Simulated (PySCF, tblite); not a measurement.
Isomers of C6H10N2Si, one GFN2-xTB conformer each. Single-point energies are computed at PBE0/pcSseg-1 (PySCF, gas phase, no added dispersion term), electronic only.

Question: Rank them by PBE0/pcSseg-1 energy, lowest first (kcal/mol).
A. `[NH2:1][SiH2:2][NH:3][c:4]1[cH:5][cH:6][cH:7][cH:8][cH:9]1` with H–N1–Si2–N3 -55° and 171°, N1–Si2–N3–C4 -176°, Si2–N3–C4–C5 -2°
B. `[CH:1]#[C:2][CH2:3][C@@H:4]([CH2:5][C:6]#[N:7])[NH:8][SiH3:9]` with C2–C3–C4–C5 -64°, C3–C4–C5–C6 -65°, C3–C4–N8–Si9 89°
C. `[CH3:1][NH:2][SiH2:3][c:4]1[cH:5][cH:6][cH:7][cH:8][n:9]1` with C1–N2–Si3–C4 174°, N2–Si3–C4–C5 -27°

Answer: A (0.0), C (27.7), B (83.4).

As drawn, the lowest has an aromatic ring, which the highest lacks; the highest has a C≡N group and a C≡C bond, which the lowest lacks. GFN2-xTB itself gives, in the same order: 0.0, 27.7, 72.8. Both levels put the same isomer lowest; measured from each level's own lowest isomer, the values differ by up to 10.6 kcal/mol (C#CC[C@@H](CC#N)N[SiH3]: 72.8 against 83.4).

Question: Which frontier levels, dipoles and rotational constants go with these structures?

Answer: 
```csv
SMILES,"HOMO (eV, PBE0/pcSseg-1)",LUMO (eV),dipole (D),"A, B, C (MHz)"
N[SiH2]Nc1ccccc1,-5.87,0.02,2.30,"4405, 696.0, 606.0"
CN[SiH2]c1ccccn1,-6.72,-0.90,2.45,"3937, 732.2, 632.5"
C#CC[C@@H](CC#N)N[SiH3],-7.32,0.14,3.72,"1699, 897.7, 661.5"
```

Question: What happens when harmonic zero-point energies from GFN2-xTB frequencies are added?

Answer: 
| SMILES | ZPE (kcal/mol) | electronic (kcal/mol) | with ZPE (kcal/mol) |
| --- | --- | --- | --- |
| N[SiH2]Nc1ccccc1 | 91.6 | 0.0 | 0.0 |
| CN[SiH2]c1ccccn1 | 91.3 | 27.7 | 27.3 |
| C#CC[C@@H](CC#N)N[SiH3] | 87.9 | 83.4 | 79.7 |

The zero-point energies span 3.7 kcal/mol. The order is unchanged.
